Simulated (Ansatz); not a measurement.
## A cut through the energy surface

NbCl₂OF (SMILES [O]=[Nb]([F])([Cl])[Cl]), closed shell, at its PBE0-D4/def2-TZVP minimum:

```csv
atom,x (Å),y (Å),z (Å)
O1,0.0474,-0.1235,1.7217
Nb2,0.0703,-0.0709,0.0458
F3,1.3954,-1.2279,-0.5293
Cl4,-1.9790,-0.7240,-0.7007
Cl5,0.5157,2.0726,-0.5789
```

The bond length Nb2–F3 (1.851 Å at the minimum) is set to the values below, with the rest relaxed at PBE0-D4/def2-TZVP at each step. Each method's energies count from its own value at the PBE0-D4 minimum structure. Program: Ansatz 0.2.0. Basis: def2-TZVPP. Cores are frozen in the correlated methods. Core potentials replace the inner electrons of the atoms past krypton. B3LYP uses VWN-RPA correlation.

CCSD(T) energies along the scan:
```
bond length (Å)  CCSD(T) (eV)
          1.629         1.105
          1.693         0.509
          1.787         0.078
          1.898         0.022
          2.019         0.292
          2.151         0.790
          2.291         1.412
          2.438         2.085
          2.591         2.756
```
They count from the CCSD(T) energy at the PBE0-D4 minimum.

Minimum and curvature along this coordinate at CCSD(T): A fifth-order fit through the nearest points gives 1.857 Å, with a curvature of about 29 eV/Å².

Largest difference from the CCSD(T) curve over the scan: r2SCAN-D4 0.099; B3LYP-D4 0.173; wB97M-V 0.060; HF 0.276 eV. Each curve counts from its own value at the minimum.

The T1 diagnostic stays at or below 0.026. The T1 diagnostic is large here, which may signal multireference character or strong orbital relaxation, so CCSD(T) is less sure.

For scale, one of the runs: CCSD(T)/def2-TZVPP, 202 basis functions (an equivalent command: `ansatz run in.yaml --threads 8`). Time: 110 s of wall clock on 8 CPU threads; the host was shared. Peak host memory: 2.9 GiB.
